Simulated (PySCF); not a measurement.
Computed shifts of a molecule C5H5F, KT2/pcSseg-1 (PySCF), GIAO, gas phase, atoms alike by connectivity averaged where their shifts nearly agree, in ppm (number of nuclei): ¹³C: 135.2 (1), 113.2 (1), 84.5 (1), 76.9 (1), 76.9 (1). ¹⁹F: -250.5 (1). ¹H: 6.11 (1), 6.07 (1), 5.93 (1), 5.61 (1), 2.96 (1). References: ¹³C against TMS (σ = 185.1 ppm); ¹⁹F against CFCl3 (σ = 127.1 ppm); ¹H against TMS (σ = 31.47 ppm), references at their B3LYP-D3(BJ)/def2-TZVP geometries, non-relativistic. Geometry optimised at PBE0-D3(BJ)/def2-SVP. The values are those of a single conformer.

Q: Which structure fits?
A. FC1=CCC=C1
B. C#C[C@H](F)C=C
C. C#C/C(F)=C/C
D. FC1=CC=CC1

A: B, C#C[C@H](F)C=C
